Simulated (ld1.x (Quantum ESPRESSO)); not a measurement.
**What one change does to a pseudopotential (Pt (Z = 78), TM)**

ld1.x (Quantum ESPRESSO) 7.5 input, shortened:

```
&input
   title='Pt', zed=78., rel=1, dft='PBESOL', iswitch=3,
   config='[Xe] 4f14 5d8 6s0 6p0'
 /
 &inputp
   pseudotype=2, tm=.true., lloc=0,
   nlcc=.true., new_core_ps=.true., rcore=1.00
 /
3
5P  2  1   6.00   0.00  1.25  1.25  0.0
5D  3  2   8.00   0.00  1.35  1.35  0.0
6S  1  0   0.00   0.00  1.90  1.90  0.0
 &test
   configts(1)='5p6 5d8 6s0 6p0'
 /
```

Change: fully relativistic.

Cutoffs: the cutoffs (Ry, on a coarse ladder) from which the occupation-weighted sum of valence levels, in a spherical-Bessel basis at the reference potential, stays within 10 and 1 mRy of its value at 400 Ry; they do not see the model core or the augmentation charge, which bear on the density cutoff. Errors are all-electron minus pseudo energies relative to the spin-unpolarised reference configuration.

Problem. What does the change do?

Solution. The potential gets neither clearly harder nor softer (120 Ry and 180 Ry → 120 Ry and 160 Ry); of the 7 tests that both files solve, the error grows in 2 and shrinks in 1 by more than 15 % and 0.3 meV (median size 64.7 → 57.5 meV); neither file shows a bound ghost at the reference potential, the only one tested.

| quantity | base | changed |
| --- | --- | --- |
| cutoff, loose | 120 Ry | 120 Ry |
| cutoff, tight | 180 Ry | 160 Ry |
| bound ghosts | none | none |
| error for 5p6 5d9 6s1 6p0, meV [ΔE -29.22 → -29.25 eV] | -16 | -21 |
| error for 5p6 5d9 6s0 6p0, meV [ΔE -20.00 → -20.01 eV] | -36 | -38 |
| error for 5p6 5d7 6s0 6p0, meV [ΔE 32.25 eV] | -65 | -58 |
| error for 5p6 5d9 6s0.5 6p0, meV [ΔE -25.51 → -25.53 eV] | -25 | -29 |
| error for 5p6 5d8 6s1 6p1, meV [ΔE -22.59 → -22.67 eV] | -538 | -595 |
| error for 5p5 5d9 6s1 6p0, meV [ΔE 32.96 → 33.93 eV] | -200 | -141 |
| error for 5p6 5d6 6s0 6p0, meV [ΔE 77.93 → 77.91 eV] | -282 | -261 |
| s: phases at 2.04 bohr within 0.05 rad from the reference energy up to (Ry; the scan ends near 5) | -0.5 | -0.5 |

Changed file: These tests converged, but a pseudo level misses the all-electron one widely, so the file describes the atom poorly there or has found another state: 5p6 5d7 6s0 6p0: empty 6p by 2.8 eV; 5p6 5d6 6s0 6p0: empty 6p by 3.8 eV.
